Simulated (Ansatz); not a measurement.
`CCC(F)S` + `C[O][W](=[NH])(=[NH])[OH]` → `C[O][W](=[NH])(=[NH])[O]C` + `CC(F)S`  (substitution at a C–C bond)

Gas-phase electronic energies from Ansatz, PBE0-D4/def2-TZVP geometries. CCSD(T)/CBS adds triple-zeta CCSD(T) − MP2 to the extrapolated MP2 energy (def2 sets, frozen cores). Functionals use def2-TZVPP. Elements past krypton have def2 core potentials. For W outer-core shells are correlated without core-valence functions, which leaves a few kJ/mol of doubt a bond. Each species was taken in one conformer, which may not be the lowest.

Question: Is it downhill or uphill in electronic energy at CCSD(T)/CBS, and by how much? (Best estimate.)

Answer: Computed: Uphill: ΔE = +12.2 kcal/mol.

Question: What do these levels give: LDA (SPW92), BLYP-D4, r2SCAN-D4, B97M-V, ωB97M-V, PBE-QIDH, BLYP, PBE0, r2SCAN0, LC-ωPBE, RPA@PBE/def2-TZVPP, HF/def2-QZVPP? (Estimate.)

Answer: Computed: LDA (SPW92) 12.2, BLYP-D4 9.3, r2SCAN-D4 11.2, B97M-V 11.2, ωB97M-V 12.0, PBE-QIDH 12.1, BLYP 8.8, PBE0 11.5, r2SCAN0 11.8, LC-ωPBE 12.0, RPA@PBE/def2-TZVPP 10.4, HF/def2-QZVPP 8.9 kcal/mol.

Largest T1 diagnostic among the species: 0.020.

From BLYP to BHLYP (50 % exact exchange), in def2-TZVPP and without D4, ΔE moves by +1.3 kcal/mol. Leaving LDA and LC-ωPBE aside and taking each functional with its dispersion term where it has one, the values spread over 2.8 kcal/mol, from BLYP-D4 to PBE-QIDH. LDA lies +1.3 kcal/mol from PBE without D4. At CCSD(T), def2-SVP lies −2.7 kcal/mol from the extrapolated value and def2-TZVPP −0.8 kcal/mol.
